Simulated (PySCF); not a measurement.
**EuB at UHF-CCSD(T)**

Computed with UHF-CCSD(T); basis Eu x2c-SVPall, B x2c-SVPall; spin-free X2C with a Gaussian nucleus; PySCF 2.14.

For EuB, the state is 2S+1 = 11, about 7.0 electrons in the 4f shell (Mulliken) and the bond length is 0.2427 nm. The harmonic wavenumber is 432 cm⁻¹, the force constant is 1.13 mdyn/Å and the rotational constant Be is 0.2787 cm⁻¹. The well depth De to Eu (4f7 6s2) + B is 17.7 kcal/mol and the dissociation energy D0 is 17.1 kcal/mol.

Correlated steps freeze 19 core orbitals. Correlated levels converge slowly with the basis: in double zeta they bind strong bonds too weakly, by up to about 1 eV, and carry superposition errors of some tenths. These are scalar-relativistic numbers at best; spin–orbit coupling would shift them, the dissociation energy most. The CCSD T1 diagnostic is raised, a sign that a single reference may not be enough here. The state is the lowest single determinant that the PBE0 search found; with open d or f shells the true ground state can be another one.
